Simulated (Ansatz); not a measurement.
Reaction (ligand exchange at the Si–F bond): `C[Si](C)(F)P` + HCl → `C[Si](C)(P)Cl` + H–F

Program: Ansatz. Geometries: PBE0-D4/def2-TZVP. ΔE: electronic, gas phase. CBS: MP2 limit from def2 TZ/QZ plus the TZ coupled-cluster correction, frozen cores. This one scheme is used for every species. Functionals use def2-TZVPP. Each species was taken in one conformer, which may not be the lowest.

(1) Is it downhill or uphill in electronic energy at CCSD(T)/CBS, and by how much? (Estimate.)

(2) What do these levels give: PBE-D4, BLYP-D4, PBE, r2SCAN, CCSD(T)/def2-SVP, MP2/def2-QZVPP? (An estimate is asked.)

(3) What do rigid-rotor, harmonic-oscillator terms from PBE0-D4/def2-TZVP frequencies (298.15 K, 1 bar) make of the CCSD(T)/CBS value? (An estimate is asked.)

Largest T1 diagnostic among the species: 0.012.

Answers

(1) Ansatz gave: Uphill: ΔE = +32.9 kJ/mol.

(2) The calculation gave: PBE-D4 29.8, BLYP-D4 38.4, PBE 35.3, r2SCAN 40.2, CCSD(T)/def2-SVP 39.7, MP2/def2-QZVPP 27.2 kJ/mol.

(3) Ansatz gave: ΔZPE = +4.4 kJ/mol, ΔH = +38.1 kJ/mol, ΔS = -3 J/(mol·K), ΔG = +38.9 kJ/mol.

At CCSD(T), def2-SVP lies +6.8 kJ/mol from the extrapolated value and def2-TZVPP +4.5 kJ/mol. Leaving LDA and LC-ωPBE aside and taking each functional with its dispersion term where it has one, the values, not all of them listed here, spread over 19.6 kJ/mol, from revPBE-D4 to CAM-B3LYP-D4.
